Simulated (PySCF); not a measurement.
NMR data simulated for an unnamed compound:

¹H NMR (500 MHz, computed): δ 7.00 (m, 1H), 4.27 (m, 1H), 4.24 (m, 1H).

¹³C{¹H} NMR (computed): δ 167.9 (C), 120.1 (CH), 75.2 (CH2).

PySCF 2.14 calculation with shieldings: GIAO PBE0/pcSseg-1 and GFN2-xTB geometry; non-relativistic Hamiltonian, one conformer, isolated molecule, rapidly exchanging positions averaged.

Shifts are taken against calculated references (same method and geometry level): ¹H (σ = 31.72 ppm), ¹³C (σ = 186.93 ppm) vs TMS.

Q: Which of these does the molecule contain: an amide, an S-methyl group, a non-aromatic C=C double bond, an OH group?

A: 
- An amide: no.
- An S-methyl group: no.
- A non-aromatic C=C double bond: yes.
- An OH group: no.

The data belong to SMILES C(=C)(F)OC(F)F, C₃H₃F₃O; they needn't prove each group on their own.

Carbon signals by region: 1 in the far downfield region (above 160 ppm), 1 in the sp2 and nitrile region (100–160 ppm), 1 at 50–100 ppm. Above 160 ppm: 167.9, alkene carbon bearing oxygen.

Splittings by ¹⁹F in the carbon and heteronuclear signals aren't shown, as no couplings were computed. Shifts are as computed. Against solution values, carbons near 30 ppm lie about +3 ppm off and those near 130 ppm about +5 ppm. Of 1309 compounds with measured shifts, 239 miss one by over three times the rms of a fit or turn the order of signals round; such compounds aren't used in these exercises. No couplings were computed; multiplicities are counted from neighbouring protons, with m where these are inequivalent, close in shift, in a saturated or five-membered ring or joined by F or P, and br s for small geminal =CH2 splittings.
